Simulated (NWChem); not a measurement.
SiHO₂ cation; SMILES O=[Si]=[OH+]

```xyz
4

O      0.0009     1.5907     0.0000
Si    -0.0006     0.0879     0.0000
O      0.0023    -1.4357     0.0000
H     -0.0161    -2.4044     0.0000
```
Atoms are numbered in this order, from 1.

Computed with NWChem. Structure relaxed at the PBE0/def2-SVP level. GIAO values for the isolated, static molecule; σ is the absolute isotropic shielding, δ = σ(reference) − σ with the isolated reference molecule computed at the same levels (1H: tetramethylsilane, 17O: water, 29Si: tetramethylsilane).

Problem. Estimate the computed values for KT2/pcSseg-1. Quantities: δ O1 (ppm); δ Si2 (ppm); δ O3 (ppm); δ H4 (ppm).

Solution. The δ O1 (ppm) is 148.7 and the δ Si2 (ppm) is -115.6. The δ O3 (ppm) comes out as 33.5 and the δ H4 (ppm) is 7.03.
